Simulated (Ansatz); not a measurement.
Ansatz (a first-principles code) input (CCSD(T)/6-31G*):

Ansatz 0.2 input:
```yaml
crystal:
  periodic: [false, false, false]
  atoms:
    - {symbol: O, position_ang: [0.55891946, 1.27125402, -1.10814622]}
    - {symbol: B, position_ang: [0.32045043, 0.26917811, -0.28511401]}
    - {symbol: O, position_ang: [1.63643866, -0.43395746, -0.07804846]}
    - {symbol: Si, position_ang: [-1.30606588, -0.47562366, 0.68854851]}
    - {symbol: H, position_ang: [-0.16158070, 1.85634121, -1.37398646]}
    - {symbol: H, position_ang: [2.45198913, -0.12358938, -0.51818965]}
    - {symbol: H, position_ang: [1.74847493, -1.21468735, 0.48880701]}
    - {symbol: H, position_ang: [-2.28230638, -0.85882449, -0.34870360]}
    - {symbol: H, position_ang: [-0.83270585, -1.64496139, 1.46124694]}
    - {symbol: H, position_ang: [-1.80406597, 0.60018953, 1.56627411]}
basis:
  gaussian:
    orbitals: 6-31G*
total_charge: 1
magnetization: {spin_polarized: false}
correlation: {method: ccsd_t, electrons: outside_noble_gas}
```

End of the output:

```
integrals: 0.06 GiB planned
749 factors; integrals over basis functions are off by at most 1.0e-3 eV
0.66 GiB of device memory are held for the factors and their scratch space
mean field: 0.22 GiB planned
mean field evaluation 1: about -12691.9637 eV, gradient 5.3e1 eV
mean field evaluation 2: about -12692.0074 eV, gradient 5.3e1 eV
mean field evaluation 4: about -12697.3223 eV, gradient 3.3e0 eV
mean field evaluation 8: about -12697.3718 eV, gradient 2.7e-1 eV
mean field evaluation 16: about -12697.2705 eV, gradient 3.3e0 eV
mean field -12697.37210995 eV, -466.6198184528 hartree, gradient 5.0e-6 eV, S^2 0.000000; 0 other end points of the search recorded, 0 dependent functions left out
8 core orbitals not correlated
reference -12697.37210995 eV, -466.6198184528 hartree; 12, 12 occupied and 56, 56 virtual orbitals, 749 factors
second order -13.80663211 eV of doubles, -0.00000000 eV of singles
coupled cluster: 0.64 GiB planned
cycle   1  -14.34741033 eV  change   -5.4e-1 eV  update   9.5e-2
cycle   2  -14.76209260 eV  change   -4.1e-1 eV  update   3.0e-2
cycle   3  -14.87211574 eV  change   -1.1e-1 eV  update   1.6e-2
cycle   4  -14.86514381 eV  change    7.0e-3 eV  update   3.9e-3
cycle   5  -14.86384595 eV  change    1.3e-3 eV  update   1.4e-3
cycle   6  -14.86394161 eV  change   -9.6e-5 eV  update   4.5e-4
cycle   7  -14.86364323 eV  change    3.0e-4 eV  update   1.4e-4
cycle   8  -14.86359911 eV  change    4.4e-5 eV  update   4.6e-5
cycle   9  -14.86363570 eV  change   -3.7e-5 eV  update   1.6e-5
cycle  10  -14.86363876 eV  change   -3.1e-6 eV  update   5.7e-6
perturbative correction -0.32362107 eV, -0.0118928550 hartree
Total energy: -12712.55936978 eV, -467.1779399572 hartree
```

It need not be the lowest isomer of its formula.
